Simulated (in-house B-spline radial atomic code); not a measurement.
Configurations of K IX (K8+), with energies counted from [Ne] 3s1. Method: Dirac-Hartree-Fock, average of configuration, Fermi nucleus of rms radius 3.4349 fm. Calculated with an all-electron radial atomic-structure program (B-spline basis). Energies include first-order Breit, QED and recoil terms.

Occupations are held fixed; configurations that lie above the ionisation limit could autoionise.

```json
{"configuration": "[He] 2s2 (2p1/2)2 (2p3/2)3 3s2", "E - E(ref) (eV)": "291.25", "highest orbital": "3s1/2", "its <r> (bohr)": "1.034"}
{"configuration": "[He] 2s2 (2p1/2)2 (2p3/2)3 3s1 (6d3/2)1", "E - E(ref) (eV)": "440.25", "highest orbital": "6d3/2", "its <r> (bohr)": "5.39"}
```

(1) Order these further configurations by energy, lowest first.
A. [He] 2s2 (2p1/2)1 (2p3/2)4 3s1 (4p3/2)1
B. [Ne] 5s1
C. [Ne] (4p3/2)1

Results:

(1) C (93.854 eV), B (121.42 eV), A (391.63 eV).
